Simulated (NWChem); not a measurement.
# BCl

```xyz
2

B      0.0000     0.0000    -1.2902
Cl     0.0000     0.0000     0.4290
```
Atoms are numbered in this order, from 1.

All runs use the structure optimised with PBE0/def2-SVP.

Q: Give the principal values of the shielding tensors (ppm) of B1, Cl2 from B3LYP/6-31G* (spherical d), GIAO (NWChem), with their diamagnetic and paramagnetic parts as GIAO splits them.

A: 
| atom | σ11 | σ22 | σ33 | isotropic | diamagnetic | paramagnetic |
|---|---|---|---|---|---|---|
| B1 | -111.1 | -111.1 | 212.1 | -3.4 | 197.3 | -200.6 |
| Cl2 | -110.5 | -110.5 | 1149.5 | 309.5 | 1147.8 | -838.3 |
